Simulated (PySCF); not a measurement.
Members of one series of related molecules.

All values: PBE0/pcSseg-1 (PySCF) at GFN2-xTB geometries, gas phase, one conformer each.

Question: Rank by HOMO–LUMO gap, lowest first.
A. `[C@@H]1(NCC(C)=C[SiH2]1)C`
B. `CC1=C[C@@H](C)[SiH2]NC1`
C. `CC1=C[C@H](C)N[SiH2]1`
D. `CC1=C[C@@H]([SiH3])NC1`

Answer: A (6.00 eV), D (6.62 eV), C (6.80 eV), B (7.13 eV).

Question: Rank by the lowest IAO charge on any atom, lowest value first.
A. `CC1=C[C@@H](C)[SiH2]NC1`
B. `CC1=C[C@@H]([SiH3])NC1`
C. `CC1=C[SiH2][C@@H](C)NC1`

Answer: A (-0.683 e), C (-0.472 e), B (-0.427 e).

Question: Rank by the highest Hirshfeld charge on any atom, highest value first.
A. `CC1=C[C@H](C)N[SiH2]1`
B. `CC1=C[SiH2][C@@H](C)NC1`
C. `CC1=C[C@@H]([SiH3])NC1`

Answer: A (+0.355 e), B (+0.309 e), C (+0.293 e).

All values together:

```json
{"SMILES": "CC1=C[C@H](C)N[SiH2]1", "formula": "C5H11NSi", "μ (D)": "0.82", "HOMO (eV)": "-6.49", "LUMO (eV)": "0.31", "lowest IAO charge (e)": "-0.685 (N)", "highest IAO charge (e)": "+0.875 (Si)", "lowest Hirshfeld charge (e)": "-0.247 (N)", "highest Hirshfeld charge (e)": "+0.355 (Si)"}
{"SMILES": "CC1=C[C@@H]([SiH3])NC1", "formula": "C5H11NSi", "μ (D)": "1.90", "HOMO (eV)": "-6.11", "LUMO (eV)": "0.51", "lowest IAO charge (e)": "-0.427 (C)", "highest IAO charge (e)": "+0.601 (Si)", "lowest Hirshfeld charge (e)": "-0.170 (N)", "highest Hirshfeld charge (e)": "+0.293 (Si)"}
{"SMILES": "CC1=C[SiH2][C@@H](C)NC1", "formula": "C6H13NSi", "μ (D)": "1.05", "HOMO (eV)": "-5.98", "LUMO (eV)": "0.02", "lowest IAO charge (e)": "-0.472 (C)", "highest IAO charge (e)": "+0.710 (Si)", "lowest Hirshfeld charge (e)": "-0.171 (C)", "highest Hirshfeld charge (e)": "+0.309 (Si)"}
{"SMILES": "CC1=C[C@@H](C)[SiH2]NC1", "formula": "C6H13NSi", "μ (D)": "1.09", "HOMO (eV)": "-6.53", "LUMO (eV)": "0.60", "lowest IAO charge (e)": "-0.683 (N)", "highest IAO charge (e)": "+0.891 (Si)", "lowest Hirshfeld charge (e)": "-0.247 (N)", "highest Hirshfeld charge (e)": "+0.356 (Si)"}
```

Conformers: `[CH3:1][C:2]1=[CH:3][C@@H:4]([SiH3:5])[NH:6][CH2:7]1` with C2–C3–C4–Si5 -103°, C3–C4–N6–C7 -19°, C4–N6–C7–C2 19°, C1–C2–C7–N6 170°; `[CH3:1][C:2]1=[CH:3][SiH2:4][C@@H:5]([CH3:6])[NH:7][CH2:8]1` with C2–C3–Si4–C5 3°, C3–Si4–C5–C6 -156°, Si4–C5–N7–C8 63°, C5–N7–C8–C2 -61°; `[CH3:1][C:2]1=[CH:3][C@@H:4]([CH3:5])[SiH2:6][NH:7][CH2:8]1` with C2–C3–C4–C5 -154°, C3–C4–Si6–N7 43°, C4–Si6–N7–C8 -43°, Si6–N7–C8–C2 22°.
